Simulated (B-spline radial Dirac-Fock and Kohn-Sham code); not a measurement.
# Si⁴⁺ 1s: cross section and angular parameters

System: the Si⁴⁺ ion in the configuration 1s2 2s2 2p6; threshold 1885.6 eV (orbital energy of the model). Level of theory: Dirac-Hartree-Slater photoionisation with a Latter tail; cross sections with all multipoles, angular parameters from the dipole term and its interference with E2; a radial atomic solver.

The run's input, task.json:

```json
{"items": [{
  "Z": 14,
  "q": 4,
  "cfg": [[1, 0, 2], [2, 0, 2], [2, 1, 6]],
  "A": 28,
  "rrms": 3.1224,
  "do": "xps",
  "hv": [54.4, 80, 81.1, 150, 159.0, 171.0, 197.0, 210.0, 241.0, 334.0, 356.0, 396.0, 653.0, 927.0, 1300.0, 2000, 2030.0, 2984.4, 3440.0, 3960.0, 4000, 5450.0, 5700.0, 6000, 6030.0, 7490.0, 9251.7, 9270.0, 10500.0, 15000]
}]}
```

Launch: `python xray2_run.py task.json out`

For linearly polarised light dσ/dΩ = σ/(4π) [1 + β P₂(cos θ) + (δ + γ cos²θ) sin θ cos φ], with θ from the polarisation vector and φ the angle between the beam and the projection of the electron momentum on the plane normal to the polarisation.

| hν (eV) | σ (kb) | β | γ |
| --- | --- | --- | --- |
| 2000 | 117 | 2.000 | 0.011 |
| 2030 | 113 | 2.000 | 0.043 |
| 2984.4 | 42.5 | 2.000 | 0.579 |
| 3440 | 29.1 | 2.000 | 0.740 |
| 3960 | 20.0 | 2.000 | 0.895 |
| 4000 | 19.4 | 2.000 | 0.906 |
| 5450 | 8.26 | 2.000 | 1.252 |
| 5700 | 7.28 | 2.000 | 1.304 |
| 6000 | 6.29 | 2.000 | 1.364 |
| 6030 | 6.20 | 2.000 | 1.370 |
| 7490 | 3.33 | 2.000 | 1.631 |
| 9251.7 | ? | ? | ? |
| 9270 | 1.79 | 2.000 | 1.905 |
| 10500 | 1.24 | 2.000 | 2.076 |
| 15000 | 0.426 | 1.999 | 2.606 |

Question: Give the values at Ga Kα (9251.7 eV).

Answer: σ = 1.80 kb, β = 2.000, γ = 1.903. For an s subshell δ is negligible.

Values without a named source are computed, but for edge energies of neutral atoms, which are taken from tables.
